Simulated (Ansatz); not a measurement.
Consider the ligand exchange at a Ge–C bond: `[CH3][GeH3]` + `N[SiH](O)F` → `O[SiH](F)[NH][GeH3]` + CH₄.

Gas-phase electronic energies from Ansatz, PBE0-D4/def2-TZVP geometries. CCSD(T)/CBS is the MP2 limit (def2-TZVPP, def2-QZVPP) plus CCSD(T) − MP2 in def2-TZVPP, frozen cores. This one scheme is used for every species. Functionals use def2-TZVPP. B3LYP here is the variant with VWN-RPA as its local correlation; programs differ in this. For Ge outer-core shells are correlated without core-valence functions, which leaves a few kJ/mol of doubt a bond. Scalar relativity is left out up to krypton. Each species was taken in one conformer, which may not be the lowest.

```csv
level,ΔE (kJ/mol),difference from CCSD(T)/CBS
LDA (SPW92),-18.5,8.0
r2SCANh-D4,-25.9,0.6
r2SCAN0-D4,-25.8,0.7
BHLYP-D4,-32.7,-6.2
ωB97X-V,-27.6,-1.1
ωB97M-V,-26.3,0.2
revPBE,-18.2,8.3
PBE0,-20.1,6.4
B3LYP,-23.4,3.1
r2SCANh,-24.6,1.9
r2SCAN0,-24.3,2.2
BHLYP,-26.4,0.1
LC-ωPBE,-22.0,4.5
RPA@PBE/def2-TZVPP,-29.7,-3.2
MP2/def2-SVP,-39.7,-13.2
HF/def2-TZVPP,-31.7,-5.2
CCSD(T)/CBS,-26.5,0
```

Largest T1 diagnostic among the species: 0.012.

From BLYP to BHLYP (50 % exact exchange), in def2-TZVPP and without D4, ΔE moves by −4.1 kJ/mol. At CCSD(T), def2-SVP lies −12.8 kJ/mol from the extrapolated value and def2-TZVPP −2.0 kJ/mol. The D4 term adds −6.2 kJ/mol with B3LYP and −3.6 kJ/mol with PBE0; it sums over pairs of atoms, weighted by their polarisabilities, and B3LYP, whose exchange is more repulsive, gets the larger term.
